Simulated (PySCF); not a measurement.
## Relative stability

Two relaxed structures of SiH₂SeS, singlet (PBE0-D4/def2-TZVP; forces vanish, vibrations not checked).

A:

Si1  (-0.436, 0.167, -0.423)
S2  (0.148, -0.709, 1.700)
Se3  (1.591, -1.028, 0.068)
H4  (0.646, 0.427, 2.234)
H5  (0.152, 1.508, 0.016)
(Å)

B:

Si1  (-0.444, -0.048, -0.208)
S2  (0.911, 0.021, 1.601)
Se3  (1.860, -0.941, -0.118)
H4  (1.496, -2.345, 0.177)
H5  (0.180, 1.193, -0.844)
(Å)

Computed with PySCF 2.14 with density fitting (its default auxiliary sets; JK sets also for MP2 and CCSD(T)) (basis: def2-TZVPP); correlated methods freeze the cores. Filled d shells of the heavier atoms are correlated. The def2 sets are not built for correlating such inner shells, so the correlated values are less sure here. B3LYP uses VWN-RPA correlation.

(1) Which structure is lower at CCSD(T), and by how much? (An estimate is asked for; the value comes from the calculation.)

The T1 diagnostic stays at or below 0.013.

Answers

(1) The calculation gives: A, by 0.074 eV (electronic energy, against the other). By their contacts, A is SiH₂SeS ([SiH]1[SH][Se]1) and B is SiH₂SeS ([SiH]1[S][SeH]1).

All methods give the same order:

```json
{"method": "PBE-D4", "E(B) − E(A) (eV)": "0.101"}
{"method": "r2SCAN-D4", "E(B) − E(A) (eV)": "0.099"}
{"method": "PBE0-D4", "E(B) − E(A) (eV)": "0.103"}
{"method": "B3LYP-D4", "E(B) − E(A) (eV)": "0.116"}
{"method": "wB97M-V", "E(B) − E(A) (eV)": "0.116"}
{"method": "HF", "E(B) − E(A) (eV)": "0.123"}
{"method": "MP2", "E(B) − E(A) (eV)": "0.078"}
{"method": "CCSD", "E(B) − E(A) (eV)": "0.076"}
{"method": "CCSD(T)", "E(B) − E(A) (eV)": "0.074"}
```

Labels in which every atom is bracketed show which atoms are joined, not bond orders.

For scale, one of the runs: CCSD(T)/def2-TZVPP, 160 basis functions, launched by `OMP_NUM_THREADS=2 python run.py`. The run took 86 s on 2 CPU threads of an AMD EPYC 9B45 (shared host), with 1.4 GiB of host memory at its peak.
